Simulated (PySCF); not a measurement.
## Electronic absorption of C5H5FN2

Compound: C₅H₅FN₂.
SMILES: `Cc1ncncc1F`

Level of theory: PySCF 2.14.0, density-fitted response routines, TDDFT wB97X-D/def2-SVPD, vertical, gas phase, core orbitals frozen in the response. Isolated species at its GFN2-xTB geometry, gas phase.

```json
{"state": "S1", "E (eV)": "4.57", "λ (nm)": "271.2", "f": "0.0053", "symmetry": "A″", "main configurations (H = HOMO, L = LUMO)": "H→L (99%)"}
{"state": "S2", "E (eV)": "5.05", "λ (nm)": "245.3", "f": "0.0000", "symmetry": "–", "main configurations (H = HOMO, L = LUMO)": "H→L+1 (99%)"}
{"state": "S3", "E (eV)": "5.68", "λ (nm)": "218.4", "f": "0.090", "symmetry": "A′", "main configurations (H = HOMO, L = LUMO)": "H-1→L (83%), H-3→L+1 (15%)"}
{"state": "S4", "E (eV)": "6.25", "λ (nm)": "198.4", "f": "0.0000", "symmetry": "–", "main configurations (H = HOMO, L = LUMO)": "H-2→L (97%)"}
{"state": "S5", "E (eV)": "6.60", "λ (nm)": "187.9", "f": "0.052", "symmetry": "A′", "main configurations (H = HOMO, L = LUMO)": "H-1→L+1 (82%), H-3→L (16%)"}
{"state": "S6", "E (eV)": "6.68", "λ (nm)": "185.6", "f": "0.0039", "symmetry": "A″", "main configurations (H = HOMO, L = LUMO)": "H-2→L+1 (98%)"}
{"state": "S7", "E (eV)": "7.59", "λ (nm)": "163.3", "f": "0.346", "symmetry": "A′", "main configurations (H = HOMO, L = LUMO)": "H-3→L (75%), H-1→L+1 (14%)"}
{"state": "S8", "E (eV)": "7.77", "λ (nm)": "159.6", "f": "0.053", "symmetry": "A′", "main configurations (H = HOMO, L = LUMO)": "H→L+2 (65%), H→L+3 (24%)"}
```

Triplets, Tamm–Dancoff:

```csv
state,E (eV),λ (nm),"main configurations (H = HOMO, L = LUMO)"
T1,4.10,302.3,H→L (96%)
T2,4.50,275.2,"H-1→L (63%), H-1→L+1 (28%)"
T3,4.53,273.9,"H-1→L+1 (51%), H-1→L (34%), H-3→L (10%)"
```

The lowest singlet lies at 4.57 eV (271 nm, ultraviolet) and is weak; its leading configuration is HOMO→LUMO (99%). The most intense listed level is S7 at 7.59 eV (163 nm, f = 0.346), 3.02 eV above S1. Löwdin shares by element: HOMO nitrogen 69%, carbon 12% or more (atoms not listed hold the other 19%); LUMO carbon 43% or more, nitrogen 36% (atoms not listed hold the other 22%). Orbital energies (eV): HOMO-3 -11.15, HOMO-2 -11.04, HOMO-1 -9.86, HOMO -9.50, LUMO 0.35, LUMO+1 0.89, LUMO+2 2.24. Weighted by f, the mean energy of these states is 7.16 eV. The listed states span 3.20 eV, and the widest gap between neighbours is 0.91 eV (S6 to S7). Symmetry labels in Cs follow from the direction of the transition dipole and are given only for states with f of 0.002 or more. Only the lowest 8 singlets were computed, as vertical energies without vibronic structure.
